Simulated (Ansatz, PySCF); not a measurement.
System: 2,2,2-trifluoroethanol, C2H3F3O, charge 0, multiplicity 1. 
Coordinates optimised at B3LYP-D3(BJ)/def2-TZVP (Ansatz, an electronic-structure program):
SMILES: FC(F)(F)CO
```xyz
9

O     -1.9900    -0.0442     0.2811
C     -0.8259     0.7250     0.4424
C      0.4169    -0.0080    -0.0350
F      0.3021    -0.3471    -1.3409
F      1.5044     0.7780     0.0857
F      0.6476    -1.1369     0.6499
H     -2.1371    -0.2001    -0.6591
H     -0.7094     0.9253     1.5067
H     -0.8661     1.6794    -0.0933
```
Charge 0, spin multiplicity 1.

Property: atomisation energy (electronic, to ground-state atoms), in kJ/mol. Valence correlation only, unless marked. Open shells are spin-unrestricted. No spin-orbit coupling. No relativistic terms. The coupled-cluster limit lacks core correlation, which all-electron functionals hold. Basis-set limits of correlation are two-point, X^-3; Hartree-Fock from the larger set. The bracket is a focal-point correction in the basis named.

| level | program | atomisation energy (kJ/mol) | minus last row |
|---|---|---|---|
| HF/aug-cc-pVDZ | Ansatz | 2405.0 | -1175.0 |
| HF/aug-cc-pVTZ | Ansatz | 2451.6 | -1128.4 |
| HF/cc-pVTZ | Ansatz | 2448.1 | -1131.9 |
| SVWN5/def2-TZVPD | Ansatz | 4294.0 | 714.0 |
| BLYP-D3(BJ)/def2-TZVPD | Ansatz + dftd3 | 3575.1 | -4.9 |
| PBE0/STO-3G | Ansatz | 3725.0 | 145.0 |
| PBE0/6-31G* | Ansatz | 3593.3 | 13.3 |
| PBE0/def2-SVP | Ansatz | 3636.0 | 56.0 |
| PBE0/def2-TZVP | Ansatz | 3572.0 | -8.0 |
| BHLYP-D4/def2-TZVPD | Ansatz + dftd4 | 3369.2 | -210.8 |
| M06-2X/def2-TZVPD | PySCF | 3589.3 | 9.3 |
| HSE06-D3(BJ)/def2-TZVPD | Ansatz + dftd3 | 3584.4 | 4.4 |
| HSE06-D4/def2-TZVPD | Ansatz + dftd4 | 3587.0 | 7.0 |
| CAM-B3LYP-D4/def2-TZVPD | Ansatz + dftd4 | 3591.3 | 11.3 |
| B2PLYP-D4/def2-TZVPD | Ansatz + dftd4 | 3531.8 | -48.2 |
| B2PLYP/def2-TZVPD | Ansatz | 3522.4 | -57.6 |
| MP2/STO-3G | Ansatz | 2898.0 | -682.0 |
| SCS-MP2/STO-3G | Ansatz | 2923.7 | -656.3 |
| CCSD/6-31G* | Ansatz | 3257.7 | -322.3 |
| CCSD/aug-cc-pVDZ | Ansatz | 3280.5 | -299.5 |
| RI-MP2/CBS(cc-pVTZ,cc-pVQZ)+[CCSD(T)-MP2]/cc-pVTZ | Ansatz | 3580.0 | 0.0 |
